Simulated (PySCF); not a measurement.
## Dipole moment and polarisability of Zn(tBu)2

Zn(tBu)2, C₈H₁₈Zn (singlet state).
Structure used (PBE0-D3(BJ)/def2-SVP), in Å, numbered top down from 1:
```
atom  x, y, z in Å
Zn1   -0.007   -0.013    0.001
C2    -0.006   -0.002    1.987
C3    -1.431    0.206    2.495
C4     0.888    1.133    2.483
C5     0.531   -1.339    2.496
H6    -1.454    0.216    3.604
H7    -1.861    1.164    2.158
H8    -2.114   -0.596    2.169
H9     0.531    2.123    2.152
H10    1.931    1.026    2.140
H11    0.917    1.154    3.592
H12    1.565   -1.530    2.164
H13   -0.086   -2.192    2.166
H14    0.542   -1.360    3.605
C15   -0.007   -0.008   -1.985
C16    1.416   -0.232   -2.492
C17   -0.522    1.343   -2.478
C18   -0.917   -1.122   -2.499
H19    1.441   -0.232   -3.601
H20    2.109    0.559   -2.158
H21    1.832   -1.198   -2.162
H22    0.110    2.182   -2.140
H23   -1.552    1.549   -2.143
H24   -0.533    1.378   -3.587
H25   -1.962   -0.996   -2.170
H26   -0.584   -2.121   -2.170
H27   -0.930   -1.137   -3.608
```

Level: B3LYP/def2-SVPD (PySCF), static field, nuclei fixed, core orbitals frozen in the response. The polarisability tensor in these axes (au):

```
x   116.30   0.00   0.05
y     0.00 116.31   0.01
z     0.05   0.01 164.39
```

Q: Diagonalise the tensor; give its mean and Δα, where Δα² is half the sum of the squared differences of the eigenvalues.

A: Principal values 116.30, 116.31 and 164.39 au; mean 132.33 au = 19.61 Å³ = 21.82 × 10⁻⁴⁰ C²·m²/J; Δα = 48.09 au (36 % of the mean).

Q: What is the dipole moment?

A: 0.01 D at this geometry.

Q: Refractivity n − 1 of an ideal gas of it at 500 K and 1 atm, from the electronic α?

A: N = p/kT = 1.4678 × 10¹⁹ cm⁻³, so n − 1 = 2π × N × 19.61 × 10⁻²⁴ cm³ = 1809 × 10⁻⁶ at long wavelengths.

Q: Sum over states: ᾱ = Σ f/ω², ω in Eh. What share falls to these 15 lowest TDDFT singlets (eV, f)? 4.47, 0.0000; 4.47, 0.0001; 4.89, 0.1303; 5.89, 0.0000; 6.14, 0.6717; 6.26, 0.0003; 6.41, 0.0683; 6.41, 0.0684; 6.72, 0.0131; 6.72, 0.0131; 6.95, 0.0000; 6.95, 0.0000; 7.16, 0.0001; 7.16, 0.0001; 7.30, 0.0000.

A: They add up to 20.13 au, 15.2 % of the 132.33 au; the largest single term is 13.19 au, from the state at 6.14 eV. Terms in order: 0.00, 0.00, 4.04, 0.00, 13.19, 0.01, 1.23, 1.23, 0.21, 0.21, 0.00, 0.00, 0.00, 0.00, 0.00 au. Higher excitations give the rest. The strengths listed sum to 0.966.

Q: Rayleigh depolarisation ratio (linearly polarised light, static tensor)?

A: ρ = 3Δα²/(45ᾱ² + 4Δα²) = 6937.1/(788052 + 9249.4) = 0.0087.

Q: Find the Langevin capture rate constant for O2+ (31.990 u) meeting this molecule (178.070 u), k = 2.342 × 10⁻⁹ cm³/s × √(α in Å³ / reduced mass in u).

A: The reduced mass is 27.12 u, so k = 1.99 × 10⁻⁹ cm³/s.

Q: Give the eigenvalues of the traceless quadrupole moment Θ = ½Σq(3rr − r²1), origin at the centre of nuclear charge.

A: -7.04, 3.52, 3.53 D·Å. The electronic extent ⟨r²⟩ about the same centre is 2126 bohr², a root-mean-square distance of 2.49 Å for the 96 electrons.

Isolated species at its PBE0-D3(BJ)/def2-SVP geometry, gas phase.
